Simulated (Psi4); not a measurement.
Interaction energy of HF ··· BF3 (SMILES F and FB(F)F). Monomers: optimised at B3LYP-D3(BJ) (def2-TZVP), held rigid. Orientation: lowest of the rigid-body minima from ten starts at GFN2-xTB (searched outside a hard wall at short contacts). The monomers approach along the line of their centres of mass (distance R); nothing else relaxes. The shortest distances reach bonding range, where SAPT0 and rigid monomers are unreliable.

Levels: HF/aug-cc-pVDZ, counterpoise-corrected (Psi4); SAPT0/jun-cc-pVDZ, frozen core (Psi4).

Interaction energies in kcal/mol:

```csv
R / Å,HF/aug-cc-pVDZ
1.77,20.58
2.01,6.16
2.20,1.08
2.39,-1.19
2.62,-2.10
2.78,-2.17
3.09,-1.84
3.41,-1.37
3.93,-0.81
4.57,-0.44
5.59,-0.19
6.93,-0.08
```

Predict the corresponding SAPT0/jun-cc-pVDZ column.

1.77: 15.24; 2.01: 2.81; 2.20: -1.20; 2.39: -2.77; 2.62: -3.14; 2.78: -2.96; 3.09: -2.32; 3.41: -1.68; 3.93: -0.97; 4.57: -0.52; 5.59: -0.23; 6.93: -0.09 (kcal/mol).
